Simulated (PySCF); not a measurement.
MoS₂: bending curve

Level of theory: UB3LYP in PySCF with Mo def2-SVP with ECP28, S def2-SVP; scalar-relativistic core potentials, no spin–orbit coupling; density-fitted integrals.

Rigid scan from the triplet minimum (Mo–S 2.122 Å (×2); S–Mo–S 113.7°). Coordinate: the S–Mo–S angle, bonds fixed. Energies in kJ/mol from the minimum.

Question: Predict the curve at 80, 90, 100, 110, 120, 130, 140, 150, 160, 170, 180.

Answer: 
```csv
bond angle (°),E (kJ/mol),dipole size (D),⟨S²⟩
80,143.5,3.54,2.05
90,61.5,3.58,2.04
100,18.0,3.61,2.04
110,1.1,3.62,2.04
120,3.1,3.60,2.05
130,18.4,3.53,2.06
140,42.1,3.36,2.08
150,68.6,2.96,2.09
160,91.6,2.17,2.07
170,106.9,1.12,2.06
180,112.2,0.00,2.05
```

With the bonds held, the linear shape lies 112.2 kJ/mol from the minimum.

Open d and f shells are described by one determinant, and the ground state may have another occupation or spin.
